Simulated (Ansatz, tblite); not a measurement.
Species of one formula, C$_{2}$H$_{6}$GeO$_{2}$ (singlet), each relaxed with PBE0-D4/def2-SVP in Ansatz.

The xTB rows come from tblite. LC-ωPBE has ω = 0.4 bohr⁻¹. Correlated methods freeze 13 core orbitals; core or outer-core shells of Ge are correlated, in sets that lack core-valence functions.

Other spin states weren't relaxed.

A: Ge(OAc)H3 (C2H6GeO2)

```csv
atom,x (Å),y (Å),z (Å)
C1,0.513,-0.022,0.409
C2,1.376,1.055,0.996
Ge3,-1.502,-0.869,-1.115
O4,-0.436,0.447,-0.394
O5,0.641,-1.206,0.625
H6,2.157,0.611,1.622
H7,0.755,1.739,1.593
H8,1.826,1.651,0.188
H9,-2.233,-1.594,0.018
H10,-0.639,-1.791,-1.980
H11,-2.458,-0.019,-1.962
```

B: Ge(OMe)2 (C2H6GeO2)

```
atom   x (Å)   y (Å)   z (Å)
  C1  -0.015   1.338  -1.040
  C2  -0.270  -1.016   1.329
 Ge3   1.207  -1.360  -1.222
  O4   0.810   0.345  -1.572
  O5   0.409  -1.722   0.334
  H6   0.487   1.890  -0.225
  H7  -0.966   0.941  -0.643
  H8  -0.262   2.068  -1.830
  H9  -1.346  -0.923   1.098
 H10   0.131   0.001   1.487
 H11  -0.184  -1.561   2.284
```

Question: Estimate which lies lowest at each level, and how far above it the others are (eV).

Answer: 
| level | A | B |
| --- | --- | --- |
| GFN1-xTB | 0.00 | 1.05 |
| GFN2-xTB | 1.11 | 0.00 |
| HF/STO-3G | 0.00 | 0.77 |
| HF/def2-SVP | 0.00 | 0.69 |
| HF/def2-TZVP | 0.00 | 0.58 |
| PBE-D4/def2-SVP | 0.00 | 0.42 |
| PBE-D4/def2-TZVP | 0.00 | 0.29 |
| r2SCAN-D4/def2-TZVP | 0.00 | 0.49 |
| PBE0-D4/def2-SVP | 0.00 | 0.54 |
| PBE0-D4/def2-TZVP | 0.00 | 0.41 |
| BHLYP-D4/def2-TZVP | 0.00 | 0.30 |
| LC-ωPBE/def2-TZVP | 0.00 | 0.57 |
| MP2/def2-SVP | 0.00 | 0.73 |
| MP2/def2-TZVP | 0.00 | 0.47 |
| CCSD/def2-SVP | 0.00 | 0.62 |
| CCSD(T)/def2-SVP | 0.00 | 0.66 |
Point groups (tolerance 0.1 Å): A not assigned, B C2. From def2-SVP to def2-TZVP the PBE0 values move by up to 0.14 eV, so results in the small set are rough.
